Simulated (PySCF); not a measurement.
YOBr, SMILES [O]=[Y][Br].

Geometry: PBE-D3(BJ)/def2-TZVP. The def2 effective core potentials stand for the cores of Y; spin–orbit coupling is left out.

Two levels are set side by side: TDA-PBE/def2-SVPD (PySCF) and TDA-CAM-B3LYP/def2-SVPD (PySCF). Vertical, same geometry. The lowest singlet is HOMO→LUMO 100 % with PBE and HOMO→LUMO 82 % with the other functional; states are paired by order. Differences are taken from unrounded values.

| quantity | TDA-CAM-B3LYP | TDA-PBE | TDA-PBE minus TDA-CAM-B3LYP |
|---|---|---|---|
| lowest singlet excitation (eV) | 3.35 | 2.64 | -0.71 |
| lowest triplet excitation (TDA) (eV) | 3.22 | 2.54 | -0.68 |

Functionals without exact exchange tend to place singlet excitations lower, as here. Differences between two approximate levels are no errors against the true value.

Rough cost on one machine, each run with all the roots and properties that it gave: TDA-CAM-B3LYP against TDA-PBE about 3 times.
